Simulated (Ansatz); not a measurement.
# Worked example: C3H8BF + C2H4Si → C3H9B + C2H3FSi

Species: C3H8BF `CCB(C)F`, singlet; C2H4Si (ethynylsilane) `C#C[SiH3]`, singlet; C3H9B `CBCC`, singlet; C2H3FSi `C#C[SiH2]F`, singlet. The partners trade F for H: B–F and Si–H bonds give way to B–H and Si–F.

Shapes, held fixed at every level: PBE0-D4/def2-TZVP. Flexible molecules stand in one conformer, not always the lowest. Programs: Ansatz 0.2.0. The zero-point and thermal change to 298 K, harmonic and unscaled (PBE0-D4/def2-TZVP), is +1.1 kJ/mol.

At CCSD(T)/CBS estimate; 1 Eh = 2625.50 kJ/mol:

| species | energy (Eh) |
| --- | --- |
| C3H8BF | -243.641368 |
| C2H4Si | -367.520812 |
| C3H9B | -144.370491 |
| C2H3FSi | -466.783693 |

Task: Work out ΔH(298 K) of the reaction at this level.

Result: 
1. Products less reactants: (-144.370491) + (-466.783693) − [(-243.641368) + (-367.520812)] = 0.007996 Eh = +21.0 kJ/mol.
2. With the thermal change: +21.0 + (+1.1) = +22.1 kJ/mol.

Other levels give +22.7 (HF/def2-TZVPP) to +58.4 kJ/mol (CCSD(T)/def2-SVP). No measured value is set beside it here. The CBS estimate extrapolates MP2 from def2-TZVPP and def2-QZVPP and adds CCSD(T) − MP2 in the triple-zeta set, cores frozen.
